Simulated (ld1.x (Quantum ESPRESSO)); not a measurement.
Al, TM: configuration errors across variants

* Element: aluminium
* Generator: ld1.x (Quantum ESPRESSO) 7.5
* Type: norm-conserving Troullier–Martins (Kleinman–Bylander form)
* Functional: Wu–Cohen
* Relativity: scalar-relativistic
* Frozen core: [Ne]
* Valence charge: 3
* Reference configuration: 3s2 3p0 (charge +1)
* Partial waves: 3p (bound, empty): rc 1.80 bohr; 3s (bound): rc 1.85 bohr
* Local potential: the s channel
* Core correction: Bessel-smoothed model core inside 0.90 bohr

All-electron excitation energies from the reference (eV): (1) 3s2 3p1 -5.738; (2) 3s1 3p0 19.192; (3) 3s2 3p0.5 -3.667; (4) 3s1 3p2 -0.609; (5) 3s1 3p1 5.801; (6) 3s0 3p3 4.676; (7) 3s2 3p1.3 -6.302.

Errors AE − PS in meV (a dash: test not solved or not reliable):

```tsv
change	(1)	(2)	(3)	(4)	(5)	(6)	(7)	bound ghosts
base	+2.9	+0.2	+1.0	-0.6	-1.4	-6.5	+4.0	none
core correction none	0.0	+4.7	-0.1	+0.5	+4.3	+7.3	+0.2	none
core correction Bessel-smoothed model core inside 0.84 bohr	+2.9	+0.2	+1.0	-0.6	-1.4	-6.5	+4.0	none
core correction Bessel-smoothed model core inside 1.00 bohr	+2.9	+0.2	+1.0	-0.6	-1.4	-6.5	+4.0	none
core correction Bessel-smoothed model core inside 1.24 bohr	+2.9	+0.2	+1.0	-0.6	-1.4	-6.5	+4.0	none
core correction Bessel-smoothed model core inside 1.50 bohr	+2.9	+0.5	+0.9	-0.7	-1.5	-6.3	+4.0	none
core correction Bessel-smoothed model core inside 1.64 bohr	+2.8	-2.5	+0.9	-1.0	-2.5	-8.4	+3.9	none
core correction Bessel-smoothed model core inside 1.92 bohr	+2.2	-19	+0.6	-1.5	-4.8	-13	+3.2	none
```

**Question.** Give the same row for: core correction Bessel-smoothed model core inside 2.18 bohr.

**Answer.** +1.4, -24, +0.3, -1.3, -4.0, -11, +2.3; bound ghosts: none.
